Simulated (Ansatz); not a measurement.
Ansatz (a program for electronic structure) input (B3LYP-D3(BJ)/def2-TZVP):

Ansatz 0.2 input:
```yaml
crystal:
  periodic: [false, false, false]
  atoms:
    - {symbol: Ni, position_ang: [-0.68506062, -0.49672952, -0.57336226]}
    - {symbol: Br, position_ang: [0.68652476, 0.55391778, 0.58395352]}
basis:
  gaussian:
    orbitals: def2-TZVP
hamiltonian:
  xc: b3lyp
  dispersion: d3bj
magnetization: {spin_polarized: true, initial_magnetization: 1}
relax: {f_tol: 0.002, max_steps: 150}
```

Output:

```
Functional definition: B3LYP
integrals: 0.04 GiB planned
820 factors; integrals over basis functions are off by at most 3.8e-4 eV
mean field: 0.62 GiB planned
mean field evaluation 1: about -111076.0281 eV, gradient 8.8e1 eV
mean field evaluation 2: about -110352.7256 eV, gradient 3.6e2 eV
mean field evaluation 4: about -111074.9297 eV, gradient 8.0e1 eV
mean field evaluation 8: about -111092.6363 eV, gradient 5.7e-1 eV
mean field evaluation 16: about -111092.6887 eV, gradient 2.3e-3 eV
mean field evaluation 32: about -111092.7067 eV, gradient 2.3e-2 eV
mean field evaluation 64: about -111092.6974 eV, gradient 1.5e-1 eV
mean field -111092.71341014 eV, -4082.5819164771 hartree, gradient 6.4e-7 eV, S^2 0.761351; 3 other end points of the search recorded, 0 dependent functions left out
the calculation of the forces begins
reference -111092.71359771 eV, -4082.5819233700 hartree; 32, 31 occupied and 61, 62 virtual orbitals, 820 factors
relax step   1: F+E_penalty+E_count = -111092.78980181 eV  Δ(F+E_penalty+E_count) = +0.000e0 eV  max|allowed force component| = 1.566e0 eV/Å  Δτ_max = 0.0000 Å  (369 SCF iters, accepted)
these checks for a lower state are left out or cut short: starts, cluster_reference, orbital_swaps, neighbouring_geometries, increment
integrals: 0.04 GiB planned
820 factors; integrals over basis functions are off by at most 6.3e-4 eV
mean field: 0.62 GiB planned
mean field evaluation 96: about -111092.8659 eV, gradient 2.6e-6 eV
mean field -111092.86586969 eV, -4082.5875192620 hartree, gradient 2.6e-6 eV, S^2 0.764225; 0 other end points of the search recorded, 0 dependent functions left out
the calculation of the forces begins
reference -111092.86605876 eV, -4082.5875262102 hartree; 32, 31 occupied and 61, 62 virtual orbitals, 820 factors
relax step   2: F+E_penalty+E_count = -111092.94266388 eV  Δ(F+E_penalty+E_count) = -1.529e-1 eV  max|allowed force component| = 2.043e-1 eV/Å  Δτ_max = 0.0611 Å  (81 SCF iters, accepted)
these checks for a lower state are left out or cut short: starts, cluster_reference, orbital_swaps, neighbouring_geometries, increment
integrals: 0.04 GiB planned
820 factors; integrals over basis functions are off by at most 6.6e-4 eV
mean field: 0.62 GiB planned
mean field -111092.86939129 eV, -4082.5876486785 hartree, gradient 1.4e-6 eV, S^2 0.764627; 0 other end points of the search recorded, 0 dependent functions left out
the calculation of the forces begins
reference -111092.86958058 eV, -4082.5876556347 hartree; 32, 31 occupied and 61, 62 virtual orbitals, 820 factors
relax step   3: F+E_penalty+E_count = -111092.94632738 eV  Δ(F+E_penalty+E_count) = -3.663e-3 eV  max|allowed force component| = 4.785e-2 eV/Å  Δτ_max = 0.0097 Å  (79 SCF iters, accepted)
these checks for a lower state are left out or cut short: starts, cluster_reference, orbital_swaps, neighbouring_geometries, increment
integrals: 0.04 GiB planned
820 factors; integrals over basis functions are off by at most 6.7e-4 eV
mean field: 0.62 GiB planned
mean field -111092.86956382 eV, -4082.5876550190 hartree, gradient 5.3e-6 eV, S^2 0.764753; 0 other end points of the search recorded, 0 dependent functions left out
the calculation of the forces begins
reference -111092.86975318 eV, -4082.5876619777 hartree; 32, 31 occupied and 61, 62 virtual orbitals, 820 factors
relax step   4: F+E_penalty+E_count = -111092.94655331 eV  Δ(F+E_penalty+E_count) = -2.259e-4 eV  max|allowed force component| = 4.021e-4 eV/Å  Δτ_max = 0.0032 Å  (69 SCF iters, accepted)
integrals: 0.04 GiB planned
820 factors; integrals over basis functions are off by at most 6.7e-4 eV
mean field: 0.62 GiB planned
mean field evaluation 128: about -111090.4299 eV, gradient 3.1e1 eV
mean field evaluation 160: about -111092.8479 eV, gradient 8.9e-1 eV
mean field -111092.86956638 eV, -4082.5876551131 hartree, gradient 2.9e-6 eV, S^2 0.764753; 5 other end points of the search recorded, 0 dependent functions left out
the calculation of the forces begins
reference -111092.86975574 eV, -4082.5876620719 hartree; 32, 31 occupied and 61, 62 virtual orbitals, 820 factors
Total energy: -111092.94674523 eV, -4082.5904913834 hartree
Atom 0 at    -0.733816    -0.534077    -0.614501 Å, force     0.000395     0.000302     0.000333 eV/Å
Atom 1 at     0.735281     0.591265     0.625093 Å, force    -0.000395    -0.000302    -0.000333 eV/Å
Dipole moment:    -0.650412    -0.498222    -0.548804 e Å
```

The spin state was set by rule; other spins were not relaxed.
